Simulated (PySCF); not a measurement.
# Computed properties of C3H6F2Si, SMILES F/C=C\[SiH2]CF

C3H6F2Si, SMILES F/C=C\[SiH2]CF. Coordinates come from a ωB97X-D3(BJ)/def2-SVP optimisation. The structure was generated by enumeration; whether it is a known compound was not checked. One conformer was computed; it need not be the lowest. All values are computed for the isolated molecule unless a solvent is named; none is compared with measurement here.

**Structure.** The optimised structure has Cs symmetry. All 30 harmonic modes at ωB97X-D3(BJ)/def2-SVP (PySCF) are real, so it is a minimum. With heavy atoms numbered as in [F:1]/[CH:2]=[CH:3]\[SiH2:4][CH2:5][F:6], the shortest bond between them is C2–C3 at 1.329 Å and the longest Si4–C5 at 1.899 Å.

**Vibrations.** The strongest infrared lines (harmonic, unscaled, degenerate partners summed) lie at 871 cm⁻¹ (207 km/mol, H 61 %, C 16 %, Si 16 %), 1748 cm⁻¹ (165 km/mol, C 94 %), 2257 cm⁻¹ (132 km/mol, H 96 %). The softest mode is at 36 cm⁻¹ and the zero-point energy is 52.3 kcal/mol.

**Electronic structure.** PBE0/def2-TZVP (PySCF) places the frontier levels at -7.96 and -0.53 eV, a gap of 7.43 eV, and gives a dipole moment of 2.85 D and a mean polarisability of 62.9 bohr³. PBE/def2-TZVP (PySCF) at the same geometry gives -6.72 and -1.50 eV, so its gap is 2.21 eV narrower. An orbital gap is neither the optical nor the fundamental gap.

**Excitations.** TDA-CAM-B3LYP/def2-SVPD (PySCF) has S1 at 7.19 eV (172 nm, f = 0.009, weak); the most intense of the 10 singlets computed lies at 7.49 eV (f = 0.46). T1 (TDA) is at 4.25 eV, 2.94 eV under S1. TDA-PBE/def2-SVPD (PySCF) puts S1 at 5.62 eV. No vertical singlet excitation falls in the visible range (under 3.1 eV).

**NMR.** GIAO shifts at HF/pcSseg-1 (PySCF) (non-relativistic, atoms alike by connectivity averaged): ¹³C from 70.0 to 170.3 ppm against TMS; ¹H from 4.5 to 7.2 ppm against TMS; ²⁹Si at -47.4 ppm against TMS; ¹⁹F from -257.0 to -81.4 ppm against CFCl3.

**Solvation.** SMD-M06-2X/def2-SVP (PySCF) gives 0.6 kcal/mol in water, -2.5 kcal/mol in 1-octanol, -3.0 kcal/mol in chlorobenzene (1 M in both phases, gas-phase geometry).
